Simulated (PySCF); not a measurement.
C₆ coefficients of unlike pairs at CAM-B3LYP

Calculated with PySCF 2.14 from the dipole response of each species, C₆(A,B) = (3/π) ∫ α_A(iu) α_B(iu) du, in atomic units, from isotropic polarisabilities. For ions this is the dispersion term alone; charge-induced terms of lower order in 1/R come first.

| species | configuration | basis | relativity | α (bohr³) | C₆ (like pair) |
| --- | --- | --- | --- | --- | --- |
| F⁺ | [He] 2s2 2p4 (3P) | aug-cc-pwCVTZ (7s6p4d2f) | none | 1.836 | 3.450 |
| Cr | [Ar] 3d5 4s1 (7S) | def2-QZVPPD (11s6p5d3f2g) | none | 77.34 | 612.0 |
| Li | [He] 2s1 (2S) | aug-cc-pVTZ (5s4p3d2f) | none | 146.4 | 1167 |

**Question.** Estimate C₆ for Li with F⁺.

**Answer.** The integral gives 28.38. The combination rule 2 C_A C_B / (C_A α_B/α_A + C_B α_A/α_B) gives 27.79 and the geometric mean 63.45.

No spin-orbit coupling is included.

The other pairs:

```json
{"pair": "Li, Cr", "C₆": "798.1"}
{"pair": "Cr, F⁺", "C₆": "30.25"}
```
